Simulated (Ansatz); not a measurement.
Computed with Ansatz on PBE0-D4/def2-TZVP structures; ΔE is electronic, products minus reactants. CBS: MP2 limit from def2 TZ/QZ plus the TZ coupled-cluster correction, frozen cores. This one scheme is used for every species. Functionals use def2-TZVPP. B3LYP here is the variant with VWN-RPA as its local correlation; programs differ in this. For Ge outer-core shells are correlated without core-valence functions, which leaves a few kJ/mol of doubt a bond. Scalar relativity is left out up to krypton. Each species was taken in one conformer, which may not be the lowest.

Consider the formal exchange of groups at the Si–Si bond: `O[SiH2][SiH](F)Cl` + `[SH][GeH3]` → `O[SiH2][GeH2][SH]` + `F[SiH2]Cl`.

```csv
level,ΔE (kcal/mol),difference from CCSD(T)/CBS
r2SCAN-D4,-4.7,1.1
PBE0-D4,-4.4,1.4
B3LYP-D4,-4.9,0.9
ωB97X-V,-4.5,1.3
ωB97M-V,-5.5,0.3
PBE,-3.9,1.9
PBE0,-4.5,1.3
B3LYP,-5.1,0.7
HF/def2-TZVPP,-5.8,0.0
MP2/def2-TZVPP,-6.8,-1.0
SCS-MP2/def2-TZVPP,-6.5,-0.7
CCSD/def2-TZVPP,-6.0,-0.2
CCSD(T)/def2-TZVPP,-5.9,-0.1
HF/def2-QZVPP,-5.7,0.1
SCS-MP2/def2-QZVPP,-6.3,-0.5
CCSD/CBS(def2),-6.0,-0.2
CCSD(T)/CBS,-5.8,0
```

Largest T1 diagnostic among the species: 0.012.
